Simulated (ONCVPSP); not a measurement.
**neon (Ne), ONCV: configuration errors across variants**

neon, optimised norm-conserving Vanderbilt (ONCV), made with ONCVPSP 4.0.1 (LDA (Perdew-Wang 92), scalar-relativistic). Core [He], reference 2s2 2p6. Waves: 2s: rc 0.55 bohr, ncon 4, nbas 7, qcut 9.6 1/bohr, 2 projectors, debl 3 Ha; 2p: rc 1.25 bohr, ncon 4, nbas 8, qcut 9.8 1/bohr, 1 projector; d scattering state at 0.1 Ha: rc 1.30 bohr, ncon 5, nbas 10, qcut 8.7 1/bohr, 2 projectors, debl 0.7 Ha. Local part: polynomial inside 0.45 bohr (lpopt 5, dvloc0 0 Ha). Core correction: Teter function, fcfact 2.5, rcfact 1.

All-electron excitation energies from the reference (eV): (1) 2s2 2p5 22.657; (2) 2s2 2p4 66.066; (3) 2s2 2p3 133.599; (4) 2s1 2p6 45.566.

2 further variants failed, have other tests or another functional or relativity, and are left out.

Errors AE − PS in meV (a dash: test not solved or not reliable):

```tsv
change	(1)	(2)	(3)	(4)	bound ghosts	GHOST(+) flags above zero
base	+18	+193	+846	-61	none	s, d
core correction Teter function, fcfact 2.5, rcfact 0.96	+18	+193	+846	-61	none	s, d
s: rc 0.66	+18	+195	+849	-63	none	d
core correction Teter function, fcfact 2.6, rcfact 1	+18	+193	+846	-61	none	s, d
d: qcut 6	+18	+193	+846	-61	none	s, d
d: qcut 12.4	+18	+193	+846	-61	none	s
core correction none	+18	+193	+846	-60	none	s, d
s: qcut 12.8; p: qcut 13; d: qcut 11.6	+8.0	+104	+487	-26	none	none
```

Q: Give the same row for: local potential polynomial inside 0.45 bohr (lpopt 5, dvloc0 -2 Ha).

A: +18, +194, +849, -61; bound ghosts: none; GHOST(+) flags above zero: s, d.
